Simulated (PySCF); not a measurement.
PySCF input for difluoro(prop-1-en-2-yl)borane (C3H5BF2), SMILES FB(C(C)=C)F, TDA-PBE0/def2-SVPD. The structure is a stationary point at B3LYP-D3(BJ)/def2-SVP. The values are those of a single conformer.

```python
import numpy as np
from pyscf import gto, scf, dft, tdscf

mol = gto.M(
    atom='''
    C     1.43134018    1.21901032   -0.00000000
    C     0.16755555    0.75714827   -0.00000000
    C    -1.03420231    1.66863639   -0.00000000
    B    -0.05666890   -0.78152767    0.00000001
    F    -1.27867427   -1.29790705   -0.00000000
    F     0.94970049   -1.64527828   -0.00000000
    H     1.65735469    2.29166834   -0.00000000
    H     2.28605955    0.53650397    0.00000000
    H    -1.67135380    1.48443391   -0.88138500
    H    -1.67135380    1.48443391    0.88138500
    H    -0.74475857    2.73049641    0.00000000
    ''',
    basis='def2-SVPD',
    charge=0,
    spin=0,
    symmetry=True,
    max_memory=1600,
    verbose=4,
)
mf = dft.RKS(mol, xc='pbe0').density_fit(auxbasis='def2-universal-jkfit')
mf.grids.level = 3
mf.conv_tol = 1e-9
mf.max_cycle = 100
mf.kernel()
mf.grids = dft.Grids(mol).set(level=1).build(with_non0tab=True)  # coarser grid for the response kernel
td = tdscf.TDA(mf)
td.singlet = True
td.nstates = 10
td.conv_tol = 1e-4
td.positive_eig_threshold = 1e-6
td.kernel(x0=td.get_init_guess(mf, 15))
td.analyze()
tt = tdscf.TDA(mf)
tt.singlet = False
tt.nstates = 4
tt.conv_tol = 1e-4
tt.positive_eig_threshold = 1e-6
tt.kernel(x0=tt.get_init_guess(mf, 9))
tt.analyze(verbose=3)
```

Program output:

```
PySCF version 2.14.0

[INPUT] verbose = 4
[INPUT] num. atoms = 11
[INPUT] num. electrons = 46
[INPUT] charge = 0
[INPUT] spin (= nelec alpha-beta = 2S) = 0
[INPUT] symmetry True subgroup None
[INPUT] Mole.unit = angstrom
[INPUT] Symbol           X                Y                Z      unit          X                Y                Z       unit  Magmom
[INPUT]  1 C      1.431340180000   1.219010320000   0.000000000000 AA    2.704840931286   2.303595647818   0.000000000000 Bohr   0.0
[INPUT]  2 C      0.167555550000   0.757148270000   0.000000000000 AA    0.316634100151   1.430802865988   0.000000000000 Bohr   0.0
[INPUT]  3 C     -1.034202310000   1.668636390000   0.000000000000 AA   -1.954359123293   3.153265778583   0.000000000000 Bohr   0.0
[INPUT]  4 B     -0.056668900000  -0.781527670000   0.000000010000 AA   -0.107088700780  -1.476873255069   0.000000018897 Bohr   0.0
[INPUT]  5 F     -1.278674270000  -1.297907050000   0.000000000000 AA   -2.416344172828  -2.452688859642   0.000000000000 Bohr   0.0
[INPUT]  6 F      0.949700490000  -1.645278280000   0.000000000000 AA    1.794673826465  -3.109125347895   0.000000000000 Bohr   0.0
[INPUT]  7 H      1.657354690000   2.291668340000   0.000000000000 AA    3.131946455363   4.330625530937   0.000000000000 Bohr   0.0
[INPUT]  8 H      2.286059550000   0.536503970000   0.000000000000 AA    4.320026453946   1.013845568042   0.000000000000 Bohr   0.0
[INPUT]  9 H     -1.671353800000   1.484433910000  -0.881385000000 AA   -3.158400939251   2.805173539917  -1.665576260300 Bohr   0.0
[INPUT] 10 H     -1.671353800000   1.484433910000   0.881385000000 AA   -3.158400939251   2.805173539917   1.665576260300 Bohr   0.0
[INPUT] 11 H     -0.744758570000   2.730496410000   0.000000000000 AA   -1.407389726223   5.159890399008   0.000000000000 Bohr   0.0

nuclear repulsion = 215.511311854
point group symmetry = Cs
symmetry origin: [2.87567016e-09 4.10810026e-09 2.05405014e-09]
symmetry axis x: [ 1.00000000e+00 -4.90750115e-10 -5.21932911e-11]
symmetry axis y: [-4.90750115e-10 -1.00000000e+00  4.46650068e-10]
symmetry axis z: [5.21932914e-11 4.46650068e-10 1.00000000e+00]
num. orbitals of irrep A' = 114
num. orbitals of irrep A" = 52
number of shells = 70
number of NR pGTOs = 236
number of NR cGTOs = 166
basis = def2-SVPD
ecp = {}


[settings echo left out]
init E= -341.805297161198
HOMO (A") = -0.318507573782349  LUMO (A") = -0.112376434307657  gap/eV = 5.60911
cycle= 1 E= -341.305396761522  delta_E=  0.5  |g|= 0.581  |ddm|= 5.31
HOMO (A") = -0.264697190049806  LUMO (A") = -0.0337410090435953  gap/eV = 6.28464
cycle= 2 E= -341.265458341175  delta_E= 0.0399  |g|= 0.789  |ddm|= 1.44
HOMO (A") = -0.289764155543833  LUMO (A") = -0.0473750865368338  gap/eV = 6.59574
cycle= 3 E= -341.368471755923  delta_E= -0.103  |g|= 0.0542  |ddm|= 0.702
HOMO (A") = -0.300120771835128  LUMO (A") = -0.0535262913415829  gap/eV = 6.71018
cycle= 4 E= -341.369021625447  delta_E= -0.00055  |g|= 0.0235  |ddm|= 0.103
HOMO (A") = -0.296808849791421  LUMO (A") = -0.0514499842543977  gap/eV = 6.67655
cycle= 5 E= -341.369153044369  delta_E= -0.000131  |g|= 0.00661  |ddm|= 0.0386
HOMO (A") = -0.296596839377449  LUMO (A") = -0.0512792210736454  gap/eV = 6.67543
cycle= 6 E= -341.369161899341  delta_E= -8.85e-06  |g|= 0.00282  |ddm|= 0.0131
HOMO (A") = -0.296757800647233  LUMO (A") = -0.0513689033965271  gap/eV = 6.67737
cycle= 7 E= -341.369164092903  delta_E= -2.19e-06  |g|= 0.000266  |ddm|= 0.00442
HOMO (A") = -0.296761796942726  LUMO (A") = -0.0513804814545926  gap/eV = 6.67717
cycle= 8 E= -341.369164109604  delta_E= -1.67e-08  |g|= 0.0001  |ddm|= 0.000746
HOMO (A") = -0.296759119392013  LUMO (A") = -0.0513755078027787  gap/eV = 6.67723
cycle= 9 E= -341.369164111051  delta_E= -1.45e-09  |g|= 4.73e-05  |ddm|= 0.000138
HOMO (A") = -0.296758584712359  LUMO (A") = -0.0513744773507173  gap/eV = 6.67724
cycle= 10 E= -341.369164111423  delta_E= -3.72e-10  |g|= 5.67e-06  |ddm|= 5.44e-05
HOMO (A") = -0.296759094868498  LUMO (A") = -0.0513755599980512  gap/eV = 6.67723
Extra cycle  E= -341.369164111422  delta_E= 4.55e-13  |g|= 6.05e-06  |ddm|= 2.21e-05
converged SCF energy = -341.369164111422
tot grids = 43680
Overwritten attributes  positive_eig_threshold  of <class 'pyscf.tdscf.rks.TDA'>


******** <class 'pyscf.tdscf.rks.TDA'> for <class 'pyscf.df.df_jk.DFSymAdaptedRKS'> ********
nstates = 10 singlet
deg_eia_thresh = 1.000e-03
wfnsym = None
conv_tol = 0.0001
eigh lindep = 1e-12
eigh level_shift = 0
eigh max_cycle = 100


Excitation energies (eV)
[6.60444822 6.65517204 7.32867104 7.60476782 8.20693943 8.43274942
 8.64479053 8.86951706 8.98036626 9.28626497]

** Singlet excitation energies and oscillator strengths **
Excited State   1:   A"      6.60445 eV    187.73 nm  f=0.0015
      22 -> 24       -0.70201
Excited State   2:   A'      6.65517 eV    186.30 nm  f=0.3489
      23 -> 24        0.67018
      23 -> 28       -0.13246
Excited State   3:   A"      7.32867 eV    169.18 nm  f=0.0145
      23 -> 25       -0.70082
Excited State   4:   A"      7.60477 eV    163.03 nm  f=0.0005
      21 -> 24       -0.69262
Excited State   5:   A"      8.20694 eV    151.07 nm  f=0.0003
      23 -> 26       -0.67823
      23 -> 27       -0.16758
Excited State   6:   A"      8.43275 eV    147.03 nm  f=0.0288
      23 -> 26       -0.16956
      23 -> 27        0.68316
Excited State   7:   A"      8.64479 eV    143.42 nm  f=0.0000
      20 -> 24       -0.69225
Excited State   8:   A'      8.86952 eV    139.79 nm  f=0.1875
      19 -> 24        0.20303
      22 -> 25       -0.37181
      23 -> 28       -0.55041
Excited State   9:   A'      8.98037 eV    138.06 nm  f=0.0478
      19 -> 24       -0.21883
      22 -> 25       -0.59019
      23 -> 28        0.30355
Excited State  10:   A"      9.28626 eV    133.51 nm  f=0.0009
      18 -> 24       -0.67285
      23 -> 29        0.11292

** Transition electric dipole moments (AU) **
state          X           Y           Z        Dip. S.      Osc.
  1         0.0000     -0.0000     -0.0949      0.0090      0.0015
  2         1.2041      0.8305     -0.0000      2.1397      0.3489
  3         0.0000      0.0000     -0.2838      0.0805      0.0145
  4         0.0000     -0.0000      0.0538      0.0029      0.0005
  5         0.0000      0.0000     -0.0387      0.0015      0.0003
  6         0.0000      0.0000      0.3732      0.1393      0.0288
  7         0.0000     -0.0000     -0.0144      0.0002      0.0000
  8        -0.8585      0.3549     -0.0000      0.8630      0.1875
  9         0.3577     -0.2986      0.0000      0.2171      0.0478
 10         0.0000     -0.0000      0.0638      0.0041      0.0009

** Transition velocity dipole moments (imaginary part, AU) **
state          X           Y           Z        Dip. S.      Osc.
  1         0.0000     -0.0000      0.0475      0.0023      0.0062
  2         0.0685      0.0649      0.0000      0.0089      0.0243
  3        -0.0000     -0.0000     -0.0589      0.0035      0.0086
  4         0.0000     -0.0000     -0.0317      0.0010      0.0024
  5        -0.0000      0.0000     -0.0291      0.0008      0.0019
  6        -0.0000     -0.0000      0.1254      0.0157      0.0338
  7         0.0000     -0.0000     -0.0152      0.0002      0.0005
  8        -0.1662      0.0903      0.0000      0.0358      0.0731
  9         0.0577     -0.0746     -0.0000      0.0089      0.0180
 10         0.0000     -0.0000      0.0067      0.0000      0.0001

** Transition magnetic dipole moments (imaginary part, AU) **
state          X           Y           Z
  1        -0.6191     -0.1067      0.0000
  2         0.0000     -0.0000     -0.1829
  3         0.0459     -0.6907      0.0000
  4        -0.0866     -0.7614      0.0000
  5        -0.0838     -0.2131     -0.0000
  6        -0.5262     -0.1940      0.0000
  7         0.2172     -0.6748      0.0000
  8         0.0000     -0.0000     -0.5384
  9        -0.0000     -0.0000      0.1164
 10        -0.4324     -0.2724      0.0000


******** <class 'pyscf.tdscf.rks.TDA'> for <class 'pyscf.df.df_jk.DFSymAdaptedRKS'> ********
nstates = 4 triplet
deg_eia_thresh = 1.000e-03
wfnsym = None
conv_tol = 0.0001
eigh lindep = 1e-12
eigh level_shift = 0
eigh max_cycle = 100


Excitation energies (eV)
[3.7049833  5.86717863 7.19577731 7.21622376]

** Triplet excitation energies and oscillator strengths **
Excited State   1:   A'      3.70498 eV    334.64 nm  f=0.0000
Excited State   2:   A"      5.86718 eV    211.32 nm  f=0.0000
Excited State   3:   A"      7.19578 eV    172.30 nm  f=0.0000
Excited State   4:   A"      7.21622 eV    171.81 nm  f=0.0000
```

The calculation finished and met its thresholds.

Cost: very roughly 3 core-minutes.
